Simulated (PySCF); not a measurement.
## What settings do to a single point of [TlCl]2+

The sound run of [TlCl]2+ (singlet) uses PySCF 2.14.0, RKS r2SCAN, Tl def2-SVP with ECP60, Cl def2-SVP; non-relativistic Hamiltonian with scalar-relativistic core potentials where named; density fitting; no spin-orbit coupling, grid (50, 194), threshold 1e-8 Eh and 55 cycles, at the relaxed geometry:

```xyz
2

Tl    0.0000    0.0000   -0.3510
Cl    0.0000    0.0000    2.0577
```

There Tl1 has a Mulliken charge of 1.57 e and the dipole about the centre of mass is 0.44 D. Each run below changes one thing and starts from free metal ions and neutral atoms unless it says otherwise; with 55 cycles, smearing, a level shift and second-order steps follow where DIIS fails, and their cycles count. Energy shifts count from the sound run.

```tsv
change	outcome	cycles	energy shift (eV)	largest force component (eV/Å)	charge on Tl1 (e)	dipole about the centre of mass (D)
grid (40, 110)	converged	12	0.0119	0.12	1.57	0.44
spin (2S) set to 3, limit 88 cycles	refused	–	–	–	–	–
threshold 1e-06	converged	10	0.0000	0.00	1.57	0.46
```

How does the run with this change end: start from the bare core Hamiltonian, limit 97 cycles?

outcome converged, cycles 14, energy shift (eV) 0.0000, largest force component (eV/Å) 0.01, charge on Tl1 (e) 1.57, dipole about the centre of mass (D) 0.45.

Forces carry noise of the integration grid, about 0.01 to 0.03 eV/Å.

The relaxed state isn't the lowest spin state tried at its geometry. No frequency check is given that shows the relaxed geometry to be a minimum. The gap of the closed shell is small, and it wasn't tested for a lower spin-broken solution at this geometry.
